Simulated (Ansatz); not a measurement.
C₂H₆AlN (`C[CH]1[NH][AlH]1`), 10 atoms. Charge 0, multiplicity 1. All runs use 2 threads of an INTEL XEON PLATINUM 8581C on a shared host. Correlated methods freeze the cores.

Question: Give the basis size and wall time and peak host memory of each of these runs in Ansatz. RKS ωB97M-V/def2-QZVPP energy; RKS ωB97M-V/def2-SVP energy; RHF-MP2/def2-QZVPP energy; RHF-CCSD(T)/def2-SVP energy; RKS B2PLYP (frozen core)/def2-TZVPP energy; RKS ωB97X-V/def2-TZVPP energy; RKS PBE0-D4/def2-TZVP frequencies; RKS HSE06 (plane-wave form)-D4/def2-TZVPP energy; RKS SPW92 (LDA)/def2-TZVPP energy; RKS PBE0-D4/def2-SVP energy; direct RPA on PBE orbitals/def2-TZVPP energy; RKS PBE0-D4/def2-QZVPP energy. (Estimate.)

Answer: Computed: Other jobs shared the machine, so times are rough.

```tsv
level	job	functions	wall time	peak host memory (GiB)
RKS PBE0-D4/def2-SVP	energy	90	0.75 s	0.19
RKS SPW92 (LDA)/def2-TZVPP	energy	219	0.95 s	0.25
RKS HSE06 (plane-wave form)-D4/def2-TZVPP	energy	219	2.2 s	0.46
RHF-CCSD(T)/def2-SVP	energy	90	2.2 s	0.32
RKS ωB97M-V/def2-SVP	energy	90	2.6 s	0.26
RKS B2PLYP (frozen core)/def2-TZVPP	energy	219	3.8 s	0.51
direct RPA on PBE orbitals/def2-TZVPP	energy	219	4.1 s	0.54
RKS ωB97X-V/def2-TZVPP	energy	219	5.5 s	0.54
RKS PBE0-D4/def2-QZVPP	energy	421	6.5 s	1.1
RKS ωB97M-V/def2-QZVPP	energy	421	14 s	1.4
RHF-MP2/def2-QZVPP	energy	421	15 s	2.2
RKS PBE0-D4/def2-TZVP	frequencies	166	91 s	0.37
```
